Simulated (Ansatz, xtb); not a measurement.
## BrHN2Si: where a starting geometry ends

The starting geometry of this gas-phase singlet has its atoms placed at random.

```
atom    x (Å)    y (Å)    z (Å)
  Br   1.0200   0.1373  -1.5317
   N  -0.4951   0.7088   0.5510
   N  -1.0293  -1.3403   0.8605
  Si   0.2494  -1.0004  -0.0085
   H   1.3873  -0.9644   0.9880
```

**Question.** Guess where an optimisation with r2SCAN-D4/def2-SVP ends from this start.

**Answer.** It ends as `Br[SiH]1N=N1`. Distances that change by over a tenth: N3–Si4 (1.58 → 1.80 Å). Contacts that close: N2–N3 (2.14 → 1.24 Å).

The energy falls by 7.49 eV over 16 steps:

| step | E − E(last) (eV) |
| --- | --- |
| 1 | 7.488 |
| 3 | 2.344 |
| 4 | 0.402 |
| 6 | 0.102 |
| 8 | 0.006 |
| 9 | 0.004 |
| 11 | 0.003 |
| 13 | 0.002 |
| 14 | 0.000 |
| 16 | 0.000 |

Final geometry (Å):

```yaml
atoms:
  - { symbol: Br, position_ang: [1.0474, -0.0342, -1.8785] }
  - { symbol: N, position_ang: [-0.8699, 0.2251, 0.9584] }
  - { symbol: N, position_ang: [-1.1855, -0.9175, 0.5796] }
  - { symbol: Si, position_ang: [0.5405, -0.5836, 0.1788] }
  - { symbol: H, position_ang: [1.5999, -1.1488, 1.0211] }
```

From the same start GFN2-xTB reaches the same bonding as this run.

From so rough a start the end depends on the optimiser's path, so another program may land elsewhere. The end wasn't checked by frequencies. Run with Ansatz 0.2.0, 28 s on 1 thread of Intel(R) Xeon(R) 6975P-C (Granite Rapids), on a shared host.
